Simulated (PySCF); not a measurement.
**Working out the excitation energy of Be**

Be [He] 2s2 (1S) → Be [He] 2p2 (3P). All numbers are calculated (PySCF 2.14, the non-relativistic Hamiltonian (point nucleus), in dyall-av2z (11s7p2d, 42 functions)). Frozen: 1s2; the 5 highest virtual orbitals dropped. Energies in hartree (1 hartree = 27.21139 eV):

| part | Be (lower) | Be (upper) |
| --- | --- | --- |
| UHF | -14.572708 | -14.336172 |
| MP2 opposite-spin | -0.027616 | 0.000000 |
| MP2 same-spin | 0.000000 | -0.005528 |

**Question.** What does Hartree-Fock give?

**Answer.** (-14.336172) − (-14.572708) = 0.236536 hartree = 6.436 eV.

**Question.** What do MP2 and SCS-MP2 (6/5 opposite-spin, 1/3 same-spin) give?

**Answer.** The opposite-spin parts differ by 0.751 eV and the same-spin parts by -0.150 eV. MP2: 6.436 + (0.751) + (-0.150) = 7.037 eV. SCS-MP2: 6.436 + 1.2 × (0.751) + (-0.150)/3 = 7.287 eV.

Measured between the centres of the two terms (NIST): 7.401 eV, so MP2 (valence) is off by -0.364 eV.

A double-zeta basis recovers only part of the correlation energy.

What remains against the reference includes basis incompleteness, the frozen core and correlation beyond second order.
